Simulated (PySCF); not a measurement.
Adding and removing an electron: TlSn

PBE0; basis Tl cc-pVDZ-PP with ECP60, Sn cc-pVDZ-PP with ECP28; scalar-relativistic core potentials; PySCF 2.14. Neutral (UKS): quartet (σ ↑, π ↑↑), Re = 2.911 Å, ωe = 124 cm⁻¹, De = 1.95 eV, HOMO -4.94 eV, LUMO -2.50 eV.

TlSn⁺ (UKS): triplet (σ ↑, π ↑), Re = 3.366 Å, ωe = 68.5 cm⁻¹. The energies at the minima are -386.81845 hartree for TlSn and -386.57848 for TlSn⁺.

(1) Work out the adiabatic ionisation energy, without and with harmonic zero-point energies (1 hartree = 27.2114 eV, 1 eV = 8065.5 cm⁻¹), and the change of the bond length.

These are scalar-relativistic numbers at best; spin–orbit coupling would shift them, the dissociation energy most. States were picked by a PBE0 search and need not be the measured ground states.

## Answers

(1) At PBE0: 0.23997 hartree = 6.530 eV between the minima; the zero-point term (68.5 − 124.0)/2 cm⁻¹ = -0.003 eV makes it 6.526 eV. Re changes by +45.5 pm against the neutral. The electron leaves a π orbital, and the ion is left as a loose complex of an ion and an atom.
